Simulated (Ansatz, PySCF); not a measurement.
System: chloroboronic acid, sum formula H2BO2Cl (charge 0, singlet). 
Coordinates optimised at B3LYP-D3(BJ)/def2-TZVP (Ansatz, an electronic-structure program):
SMILES: OB(O)Cl
```xyz
6

B      0.0685    -0.4158    -0.0765
Cl    -0.2146     1.3021     0.2396
O      1.3650    -0.8133    -0.1844
O     -1.0319    -1.2077    -0.1874
H      1.5072    -1.7491    -0.3562
H     -0.8663    -2.1397    -0.3592
```

Dipole moments at this geometry, in debye (magnitudes).

```
level                    program  dipole (D)
-----------------------  -------  ----------
HF/def2-TZVPD              PySCF        4.07
PBE/def2-TZVPD            Ansatz        3.78
r2SCAN/def2-TZVPD          PySCF        3.86
B97M-V/def2-TZVPD         Ansatz        3.80
B3LYP/def2-TZVPD          Ansatz        3.85
BHLYP/def2-TZVPD          Ansatz        3.94
TPSSh/def2-TZVPD           PySCF        3.85
LC-wPBE/def2-TZVPD        Ansatz        3.99
wB97M-V/def2-TZVPD        Ansatz        3.90
CCSD(T)/aug-cc-pV(D+d)Z   Ansatz        3.86
```
